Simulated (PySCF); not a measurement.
Species: C6H6O3.
Numbering: `[CH3:1][O:2][C:3](=[O:4])[c:5]1[cH:6][cH:7][o:8][cH:9]1` (hydrogens: H10, H11, H12 on C1; H13 on C6; H14 on C7; H15 on C9)

The same species was optimised twice, with GFN2-xTB and with PBE0-D3(BJ)/def2-SVP (PySCF), and the same property calculations (PySCF, gas phase) were run on both structures.

| coordinate | GFN2-xTB | PBE0-D3(BJ)/def2-SVP | change |
| --- | --- | --- | --- |
| C5–C6 (Å) | 1.425 | 1.434 | +0.009 |
| C7–O8 (Å) | 1.347 | 1.355 | +0.008 |
| O8–C9 (Å) | 1.331 | 1.337 | +0.006 |
| C1–O2 (Å) | 1.419 | 1.415 | -0.004 |
| C3–C5 (Å) | 1.466 | 1.469 | +0.003 |
| C5–C9 (Å) | 1.372 | 1.369 | -0.003 |
| O2–C3 (Å) | 1.342 | 1.340 | -0.002 |
| C6–C7 (Å) | 1.357 | 1.359 | +0.002 |
| C3=O4 (Å) | 1.207 | 1.206 | -0.001 |
| C3–C5–C9 (°) | 126.0 | 124.3 | -1.7 |
| C3–C5–C6 (°) | 128.5 | 129.7 | +1.2 |
| C6–C5–C9 (°) | 105.6 | 106.0 | +0.4 |
| C7–O8–C9 (°) | 107.4 | 107.8 | +0.4 |
| C5–C9–O8 (°) | 110.6 | 110.2 | -0.4 |
| C6–C7–O8 (°) | 110.8 | 110.5 | -0.3 |
| C5–C6–C7 (°) | 105.6 | 105.5 | -0.1 |
| O4–C3–C5 (°) | 124.8 | 124.9 | +0.1 |
| C1–O2–C3–O4 (°) | 0 | 0 | 0 |
| O2–C3–C5–C6 (°) | 0 | 1 | +1 |

Rotational constants: A = 4716, B = 1036, C = 854.2 MHz (GFN2-xTB) against A = 4699, B = 1034, C = 852.2 MHz (PBE0-D3(BJ)/def2-SVP).

On the GFN2-xTB structure: HOMO (eV) -7.08 [PBE0/pcSseg-1]; LUMO (eV) -0.85 [PBE0/pcSseg-1]; dipole (D) 2.08 [PBE0/pcSseg-1]; GIAO shielding of C1 (ppm) 133.3 [PBE0/pcSseg-1]; GIAO shielding of O2 (ppm) 151.1 [PBE0/pcSseg-1]; GIAO shielding of C3 (ppm) 17.2 [PBE0/pcSseg-1]; GIAO shielding of O4 (ppm) -78.9 [PBE0/pcSseg-1]; GIAO shielding of C5 (ppm) 60.0 [PBE0/pcSseg-1]; GIAO shielding of C6 (ppm) 68.3 [PBE0/pcSseg-1]; GIAO shielding of C7 (ppm) 39.7 [PBE0/pcSseg-1]; GIAO shielding of O8 (ppm) 29.3 [PBE0/pcSseg-1].

Q: What do these properties become on the PBE0-D3(BJ)/def2-SVP structure?

A: 
| property | level | on GFN2-xTB | on PBE0-D3(BJ)/def2-SVP | change |
| --- | --- | --- | --- | --- |
| HOMO (eV) | PBE0/pcSseg-1 | -7.08 | -7.11 | -0.03 |
| LUMO (eV) | PBE0/pcSseg-1 | -0.85 | -0.84 | +0.01 |
| dipole (D) | PBE0/pcSseg-1 | 2.08 | 2.07 | -0.01 |
| energy, GFN2-xTB geometry as zero (kcal/mol) | PBE0/pcSseg-1 | 0.0 | -0.3 | -0.3 |
| GIAO shielding of C1 (ppm) | PBE0/pcSseg-1 | 133.3 | 132.6 | -0.7 |
| GIAO shielding of O2 (ppm) | PBE0/pcSseg-1 | 151.1 | 151.3 | +0.2 |
| GIAO shielding of C3 (ppm) | PBE0/pcSseg-1 | 17.2 | 17.5 | +0.3 |
| GIAO shielding of O4 (ppm) | PBE0/pcSseg-1 | -78.9 | -75.1 | +3.8 |
| GIAO shielding of C5 (ppm) | PBE0/pcSseg-1 | 60.0 | 60.1 | +0.1 |
| GIAO shielding of C6 (ppm) | PBE0/pcSseg-1 | 68.3 | 68.1 | -0.2 |
| GIAO shielding of C7 (ppm) | PBE0/pcSseg-1 | 39.7 | 37.8 | -1.9 |
| GIAO shielding of O8 (ppm) | PBE0/pcSseg-1 | 29.3 | 23.4 | -5.9 |

The heavy atoms differ by 0.016 Å rms after alignment. Among bonds between heavy atoms C5–C6 and C7–O8 change most and about equally (+0.008 to +0.009 Å). Changes are differences of the printed values. Neither structure is proved a minimum here.

Shape of the structure used: `[CH3:1][O:2][C:3](=[O:4])[c:5]1[cH:6][cH:7][o:8][cH:9]1`: C1–O2–C3–O4 0°, O2–C3–C5–C6 1°.
